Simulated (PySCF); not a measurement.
Breaking a bond: SMILES [AsH3] (H3As). The As1–H4 bond (As1 also carries H, H; H4 carries nothing else) is stretched with both fragments frozen at the PBE0/def2-TZVP optimised geometry.

- RHF/3-21G = restricted Hartree-Fock/3-21G (PySCF)
- UKS-B3LYP/LANL2DZ = unrestricted B3LYP/LANL2DZ, with its core potentials past Ne in PySCF
- RCCSD = CCSD on RHF/cc-pVDZ, 9 core orbitals frozen run with PySCF
- RKS-B3LYP/6-31G* = restricted B3LYP/6-31G*, spherical d in PySCF

Energies are in mEh, each relative to the lowest point of its own curve near equilibrium.

| R / Å | RHF/3-21G | UKS-B3LYP/LANL2DZ | RCCSD | RKS-B3LYP/6-31G* |
|---|---|---|---|---|
| 1.21 | 52.5 | 57.4 | 55.6 | 57.4 |
| 1.30 | 22.7 | 25.9 | 24.2 | 25.4 |
| 1.36 | 11.0 | 13.1 | 11.7 | 12.6 |
| 1.42 | 4.0 | 5.2 | 4.3 | 4.8 |
| 1.49 | 0.4 | ? | 0.4 | 0.6 |
| 1.52 | 0.0 | 0.0 | 0.0 | 0.0 |
| 1.56 | 0.4 | 0.0 | 0.4 | 0.2 |
| 1.61 | 2.0 | 1.2 | 2.2 | ? |
| 1.67 | 5.3 | 4.2 | 5.8 | 5.0 |
| 1.77 | 13.5 | 11.6 | 14.3 | 12.9 |
| 1.89 | 26.0 | 23.1 | 26.8 | 25.0 |
| 2.05 | 45.4 | 40.4 | 44.8 | 42.9 |
| 2.27 | 74.0 | 65.0 | 68.2 | 67.6 |
| 2.50 | 103.5 | 87.9 | 88.6 | 91.2 |
| 2.74 | 131.9 | 102.8 | 104.4 | 112.4 |
| 3.06 | 165.3 | 113.0 | 118.2 | ? |
| 3.35 | ? | 117.3 | 125.2 | 151.2 |
| 3.72 | 217.6 | 119.8 | 129.9 | 166.4 |
| 4.06 | ? | 120.7 | 131.9 | ? |
| 4.54 | 256.3 | 121.3 | 133.2 | 186.0 |
| 5.30 | 273.9 | — | 133.8 | 194.1 |

**Question.** Some entries are withheld; supply them.

**Answer.** 
- 1.49, UKS-B3LYP/LANL2DZ: 0.7
- 1.61, RKS-B3LYP/6-31G*: 1.7
- 3.06, RKS-B3LYP/6-31G*: 135.3
- 3.35, RHF/3-21G: 190.9
- 4.06, RHF/3-21G: 236.8
- 4.06, RKS-B3LYP/6-31G*: 176.4

Dashes: no converged value, or the column stops at the first point that the program doubted or that broke a chosen test of continuity, which isn't proof of a fault.

The restricted form behind RHF/3-21G, RKS-B3LYP/6-31G* keeps the bonding electrons paired and can't separate into open-shell fragments. The unrestricted solution behind UKS-B3LYP/LANL2DZ changes between 4.54 and 5.30 Å, which can leave a kink. The unrestricted determinant behind UKS-B3LYP/LANL2DZ is spin-contaminated at 2.50 to 4.54 Å (<S²> up to 1.0, against 0.00 for a pure singlet). The T1 diagnostic of CCSD on the restricted reference of RCCSD exceeds 0.045 at 3.72 to 5.30 Å.
